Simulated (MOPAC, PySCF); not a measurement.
Positional isomers: propene chloro+silyl. All species are isolated molecules in the gas phase. One relaxed conformer stands for each flexible species; it need not be the lowest. Strings in code marks are SMILES.

Quantity: electronic energy of isomers of C3H7ClSi relative to `C/C(Cl)=C/[SiH3]`, in kJ/mol. Semi-empirical values (MOPAC) are differences of heats of formation.

Level 1: TPSSh-D3(BJ)/def2-TZVP // CAM-B3LYP-D3(BJ)/def2-TZVP (PySCF)
Level 2: B3LYP/3-21G // CAM-B3LYP-D3(BJ)/def2-TZVP (PySCF)
Level 3: B3LYP/6-311+G** // CAM-B3LYP-D3(BJ)/def2-TZVP (PySCF)
Level 4: PM7 // CAM-B3LYP-D3(BJ)/def2-TZVP (MOPAC)

```json
[
 {"species": "`C=C(Cl)C[SiH3]` (Cl–C–C–Si torsion 74°)", "level 1": "13.92", "level 2": "14.73", "level 3": "11.44", "level 4": "26.00"},
 {"species": "`C/C(Cl)=C\\[SiH3]`", "level 1": "2.64", "level 2": "4.96", "level 3": "2.75", "level 4": "18.87"},
 {"species": "`C/C=C(\\[SiH3])Cl`", "level 1": "15.29", "level 2": "13.87", "level 3": "16.10", "level 4": "12.89"},
 {"species": "`[SiH3]C/C=C/Cl` (Si–C–C–C torsion 109°)", "level 1": "20.33", "level 2": "23.79", "level 3": "15.29", "level 4": "47.6"},
 {"species": "`[SiH3]C/C=C\\Cl` (Si–C–C–C torsion 96°)", "level 1": "13.72", "level 2": "18.82", "level 3": "11.71", "level 4": "41.9"},
 {"species": "`C/C=C(/[SiH3])Cl`", "level 1": "4.26", "level 2": "1.77", "level 3": "3.94", "level 4": "2.91"},
 {"species": "`C/C([SiH3])=C\\Cl`", "level 1": "6.36", "level 2": "10.27", "level 3": "7.49", "level 4": "26.95"},
 {"species": "`C/C([SiH3])=C/Cl`", "level 1": "13.59", "level 2": "15.73", "level 3": "15.88", "level 4": "16.38"}
]
```
